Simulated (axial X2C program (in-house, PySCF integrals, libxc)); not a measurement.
## Testing model relations on InCl⁺

A bond curve at the PBE0 level, two-component, was computed with an in-house relativistic program for diatomic molecules (basis In dyall-cv3z [11s12p9d4f1g], Cl dyall-av3z [9s8p3d2f] (cores contracted in-house)) for the state Ω = 1/2 (⟨Sz⟩ = 0.50, ⟨Lz⟩ = 0.00 at PBE0). Its fit gives Re = 2.2999 Å, ωe = 336.8 cm⁻¹, ωexe = 3.1 cm⁻¹ and αe = 9.092e-04 cm⁻¹; the masses are 114.9039 and 34.9689 u. Two-component means X2C with spin–orbit coupling and atomic mean-field Coulomb and Gaunt terms.

Task: Find the reduced mass, Be and the force constant.

Result: From the PBE0 values: μ = 26.8098 u. Be = 16.8576/(μ Re²) = 0.1189 cm⁻¹. k = 5.8918×10⁻⁷ μ ωe² = 1.79 mdyn/Å.

Task: A Morse curve ties αe to the other constants (Pekeris). How well does that hold?

Result: αe(Morse) = 6Be²/ωe × (√(ωexe/Be) − 1) = 1.034e-03 cm⁻¹; the PBE0 curve gives 9.092e-04 cm⁻¹, a ratio of 1.14.

Task: Where do the fundamental and the first overtone lie?

Result: ν(1←0) = ωe − 2ωexe = 330.6 cm⁻¹; ν(2←0) = 2ωe − 6ωexe = 655.0 cm⁻¹.

Task: Estimate the centrifugal constant by the Kratzer relation.

Result: D = 4Be³/ωe² = 5.92e-08 cm⁻¹.

Task: Estimate De from a Morse curve and compare with the computed well depth of 0.787 eV to In+ + Cl.

Result: De(Morse) = ωe²/(4ωexe) = 1.134 eV against 0.787 eV computed, a ratio of 1.44. The extrapolation overshoots: the well softens faster than a Morse curve, or the lowest atomic limit lies below the one to which the curve heads.

One determinant describes the state; a PBE0 search over occupations chose it and may have missed a lower one. De is counted from the lowest determinant-based energies of the atoms at the same level, without counterpoise correction. Density functionals use the spin component along the axis (collinear). The 2c atoms are single determinants rather than J levels; their spin–orbit lowering is only partly caught, and De is too large by that part. This holds for PBE0. The functionals have no current-density term, which raises determinants with orbital currents, atoms included.
